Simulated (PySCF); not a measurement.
C2H3I, SMILES C=CI.

Geometry: B3LYP-D3(BJ)/def2-TZVP. The def2 effective core potentials stand for the cores of I; spin–orbit coupling is left out.

Two levels are set side by side: TDDFT-PBE/def2-SVPD (PySCF) and TDDFT-B3LYP/def2-SVPD (PySCF). Vertical, same geometry. The lowest singlet is HOMO→LUMO 99 % with PBE and HOMO→LUMO 99 % with the other functional; states are paired by order. Differences are taken from unrounded values.

```json
[
 {"quantity": "lowest singlet excitation (eV)", "TDDFT-PBE": "4.57"},
 {"quantity": "lowest triplet excitation (TDA) (eV)", "TDDFT-PBE": "4.01"},
 {"quantity": "first bright state (f over 0.05) (eV)", "TDDFT-PBE": "5.18"},
 {"quantity": "its oscillator strength", "TDDFT-PBE": "0.10"}
]
```

### Question
These are the TDDFT-PBE values. What does TDDFT-B3LYP give? (The exact figures need the calculation; the answer reports its results.)

### Answer

```
quantity                               TDDFT-B3LYP  TDDFT-PBE minus TDDFT-B3LYP
-------------------------------------  -----------  ---------------------------
lowest singlet excitation (eV)                4.68                        -0.11
lowest triplet excitation (TDA) (eV)          4.12                        -0.11
first bright state (f over 0.05) (eV)         5.62                        -0.44
its oscillator strength                       0.12                        -0.02
```

Rough cost on one machine, each run with all the roots and properties that it gave: TDDFT-B3LYP against TDDFT-PBE about 2 times.
